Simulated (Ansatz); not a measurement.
# Relaxing a trial structure of C5H9BSi

The starting geometry of this gas-phase singlet was optimised with GFN2-xTB; its bonds are those of `CC1=CC=C([SiH3])B1`.

```xyz
16

C    -0.4013    0.0994    3.0609
C    -0.8799   -0.4825    1.7740
C    -2.1655   -0.6190    1.4172
C    -2.2889   -1.2287    0.0766
C    -1.0961   -1.5105   -0.4817
B    -0.0144   -1.0531    0.5736
Si   -0.8784   -2.2885   -2.1678
H    -1.2313    0.3811    3.7067
H     0.2274   -0.6195    3.5866
H     0.2092    0.9820    2.8672
H    -3.0309   -0.3361    1.9977
H    -3.2567   -1.4093   -0.3681
H    -0.0538   -1.4183   -3.0148
H    -0.2146   -3.5914   -2.0341
H    -2.1901   -2.4764   -2.7976
H     1.1465   -1.1200    0.4940
```

Q: Predict what becomes of its bonds when it is optimised with PBE-D3(BJ)/def2-SVP.

A: It keeps its bonds, and is `CC1=CC=C([SiH3])B1`.

The energy falls by 0.19 eV over 8 steps:

| step | E − E(last) (eV) |
| --- | --- |
| 1 | 0.194 |
| 2 | 0.016 |
| 3 | 0.001 |
| 4 | 0.000 |
| 5 | 0.000 |
| 6 | 0.000 |
| 7 | 0.000 |
| 8 | 0.000 |

Final geometry (Å):

```yaml
atoms:
  - { symbol: C, position_ang: [-0.3859, 0.1060, 3.0902] }
  - { symbol: C, position_ang: [-0.8963, -0.4666, 1.8088] }
  - { symbol: C, position_ang: [-2.1956, -0.6028, 1.4312] }
  - { symbol: C, position_ang: [-2.3184, -1.2256, 0.0643] }
  - { symbol: C, position_ang: [-1.1140, -1.5243, -0.5120] }
  - { symbol: B, position_ang: [-0.0562, -1.0543, 0.5752] }
  - { symbol: Si, position_ang: [-0.8678, -2.2990, -2.1872] }
  - { symbol: H, position_ang: [-1.1984, 0.4396, 3.7669] }
  - { symbol: H, position_ang: [0.2387, -0.6339, 3.6372] }
  - { symbol: H, position_ang: [0.2851, 0.9725, 2.9010] }
  - { symbol: H, position_ang: [-3.0801, -0.3069, 2.0218] }
  - { symbol: H, position_ang: [-3.3099, -1.4057, -0.3910] }
  - { symbol: H, position_ang: [-0.0530, -1.4051, -3.0883] }
  - { symbol: H, position_ang: [-0.1251, -3.6075, -2.0804] }
  - { symbol: H, position_ang: [-2.1986, -2.5573, -2.8466] }
  - { symbol: H, position_ang: [1.1568, -1.1199, 0.4992] }
```

No frequencies were run, so the end isn't proven a minimum. Run with Ansatz 0.2.0, 23 s on 2 threads of Arm Neoverse V1, with other jobs on the host.
